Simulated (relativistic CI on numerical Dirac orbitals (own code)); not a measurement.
## One change at a time: Ni²⁵⁺

Base calculation: Dirac-Coulomb-Breit CI, orbitals from a KLI potential per configuration, model QED (radiative potential, 1s self-energy scaled to tabulated hydrogen-like ionisation energies), unscaled Slater integrals.

CI space (outside the closed core 1s2): 2s, 2p, 3s, 3p, 3d, 4s, 4p, 4d, 4f, 5s, 5p, 5d, 5f, 5g. Levels of other configurations are missing.

The lowest level and the first level of each name with at least 55 % of one term (blank where a level has no safe partner in the second run):

```tsv
Level	Base (eV)	Shift (eV)
2s ²S1/2	0.00	0.00
2p ²P°1/2	53.10	+0.66
2p ²P°3/2	75.09	+0.61
3s ²S1/2	1347.07	+0.45
3p ²P°1/2	1361.82	+0.64
3p ²P°3/2	1368.32	+0.63
3d ²D3/2	1373.80	+0.64
3d ²D5/2	1375.86	+0.63
4s ²S1/2	1811.36	+0.56
4p ²P°1/2	1817.44	+0.64
4p ²P°3/2	1820.17	+0.63
4d ²D3/2	1822.45	+0.63
4d ²D5/2	1823.32	+0.63
4f ²F°5/2	1823.44	+0.63
4f ²F°7/2	1823.87	+0.63
5s ²S1/2	2024.51	+0.59
5p ²P°1/2	2027.58	+0.64
5p ²P°3/2	2028.98	+0.63
5d ²D3/2	2030.14	+0.63
5d ²D5/2	2030.58	+0.63
5f ²F°5/2	2030.65	+0.63
5f ²F°7/2	2030.87	+0.63
```

At this charge energies of transitions that change n are usually good to better than 1 %, and those within a shell (Δn = 0) to a few per cent.

Q: One thing was changed in a second run, which moved the levels as shown. Which?
A. non-relativistic limit
B. configuration mixing switched off
C. P86 correlation estimate
D. QED terms removed
E. Breit term removed

A: D. QED terms removed. QED shifts follow the density of s (and p1/2) electrons at the nucleus, so configurations move by their count of such electrons; where none moves, the smaller shifts of p3/2 electrons and of j = l + 1/2 against j = l − 1/2 set the pattern.
